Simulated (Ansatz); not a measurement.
```yaml
crystal:
  periodic: [false, false, false]
  atoms:
    - {symbol: O, position_ang: [-0.839826, 0.558438, -1.365463]}
    - {symbol: Ga, position_ang: [0.394769, -0.294322, 0.133982]}
    - {symbol: O, position_ang: [1.363243, -1.557585, -0.683505]}
    - {symbol: O, position_ang: [-1.160900, -0.852750, 0.877181]}
    - {symbol: Se, position_ang: [1.377696, 1.676059, 0.972052]}
    - {symbol: H, position_ang: [-1.675635, 0.252349, -0.978211]}
    - {symbol: H, position_ang: [2.298193, -1.356132, -0.744542]}
    - {symbol: H, position_ang: [-1.172054, -1.789210, 1.083349]}
    - {symbol: H, position_ang: [0.307093, 1.794106, 1.970556]}
    - {symbol: H, position_ang: [-0.809580, 1.517945, -1.262598]}
basis:
  gaussian: {orbitals: def2-mTZVPP}
magnetization: {spin_polarized: true, initial_magnetization: 1}
hamiltonian: {xc: {name: wB97X-V}}
scf: {lower_state_search: light}
output: {forces: true}
```

```sh
$ ansatz run in.yaml --threads 4 --pin off --events-out ev --progress --plain --max-ram 11315MiB
```

Output, abridged:

```
Error: a molecule whose nuclei and cores have a total charge of 94 cannot have a net charge of 0 together with 1 unpaired electrons
```

(1) What is wrong with this run?

## Answers

(1) The number of unpaired electrons doesn't fit the electron count. The program refused the input.
